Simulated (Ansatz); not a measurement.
The cation of C$_{2}$H$_{10}$GaNOSi (`NC(O)([SiH3])[CH2][GaH2]`) at the neutral geometry.

```yaml
crystal:
  periodic: [false, false, false]
  atoms:
    - {symbol: N, position_ang: [-0.395308, -1.589796, 0.187642]}
    - {symbol: C, position_ang: [0.128687, -0.290491, -0.082047]}
    - {symbol: O, position_ang: [0.590387, 0.269586, 1.235391]}
    - {symbol: Si, position_ang: [1.666807, -0.324733, -1.204412]}
    - {symbol: C, position_ang: [-0.913142, 0.737728, -0.508788]}
    - {symbol: Ga, position_ang: [-1.255335, 1.404025, 1.364383]}
    - {symbol: H, position_ang: [-0.080637, -2.316554, -0.435588]}
    - {symbol: H, position_ang: [-1.404017, -1.605665, 0.266294]}
    - {symbol: H, position_ang: [0.734005, -0.495608, 1.807127]}
    - {symbol: H, position_ang: [2.218919, 1.047649, -1.291341]}
    - {symbol: H, position_ang: [1.255391, -0.797389, -2.554188]}
    - {symbol: H, position_ang: [2.692842, -1.257598, -0.661083]}
    - {symbol: H, position_ang: [-1.717123, 0.275949, -1.080990]}
    - {symbol: H, position_ang: [-0.482441, 1.540922, -1.111764]}
    - {symbol: H, position_ang: [-0.865672, 2.871438, 1.762843]}
    - {symbol: H, position_ang: [-2.173363, 0.530517, 2.306521]}
basis:
  gaussian: {orbitals: def2-TZVPP}
total_charge: 1
magnetization: {spin_polarized: true, initial_magnetization: 1}
hamiltonian: {xc: {name: B2PLYP}}
```

```sh
$ ansatz run in.yaml --threads 2 --pin off --events-out ev --progress --plain --max-ram 32768MiB --backend cuda --devices 0, --max-vram 18GiB
```

Shortened log:

```
Functional definition: B2PLYP
2103 factors; integrals over basis functions are off by at most 1.0e-3 eV
mean field evaluation 1: about -65977.0115 eV, gradient 6.2e1 eV
mean field evaluation 2: about -65977.2038 eV, gradient 6.2e1 eV
mean field evaluation 4: about -65992.5601 eV, gradient 1.3e1 eV
mean field evaluation 8: about -65993.5543 eV, gradient 1.4e0 eV
mean field evaluation 16: about -65994.0125 eV, gradient 2.4e0 eV
mean field -65994.68434013 eV, -2425.2599166961 hartree, gradient 7.7e-6 eV, S^2 0.760244; 4 other end points of the search recorded, 0 dependent functions left out
18 core orbitals not correlated: weight in the atoms' cores, before any rotation towards them, 1.000 or more for the frozen orbitals, at most 0.000 for the correlated occupied ones
reference -65994.68454682 eV, -2425.2599242920 hartree; 23, 22 occupied and 313, 314 virtual orbitals, 2103 factors
second order -37.89980718 eV of doubles, -0.00000000 eV of singles
Total energy: -66004.91749476 eV, -2425.6359781926 hartree
```

It took 27 s on 2 threads of an AMD EPYC 7R13 on a shared host and a share of an NVIDIA H100 80 GB, with 1.7 GiB of host memory at the peak.
